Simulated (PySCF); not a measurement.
Working out the excitation energy of Sb

Sb [Kr] 4d10 5s2 5p3 (4S) → Sb [Kr] 4d10 5s2 5p2 5d1 (high-spin determinant). All numbers are calculated (PySCF 2.14, a scalar-relativistic core potential, in aug-cc-pwCVDZ-PP with ECP28MDF (6s5p4d1f, 48 functions)). Frozen: nothing. Energies in hartree (1 hartree = 27.21139 eV):

```csv
part,Sb (lower),Sb (upper)
UHF,-239.273470,-238.974762
MP2 opposite-spin,-0.285158,-0.284037
MP2 same-spin,-0.163413,-0.157430
```

Task: What does Hartree-Fock give?

Result: (-238.974762) − (-239.273470) = 0.298708 hartree = 8.128 eV.

Task: What do MP2 and SCS-MP2 (6/5 opposite-spin, 1/3 same-spin) give?

Result: The opposite-spin parts differ by 0.031 eV and the same-spin parts by 0.163 eV. MP2: 8.128 + (0.031) + (0.163) = 8.322 eV. SCS-MP2: 8.128 + 1.2 × (0.031) + (0.163)/3 = 8.220 eV.

One determinant mixes LS terms, so it does not stand for a single term.

A double-zeta basis recovers only part of the correlation energy.
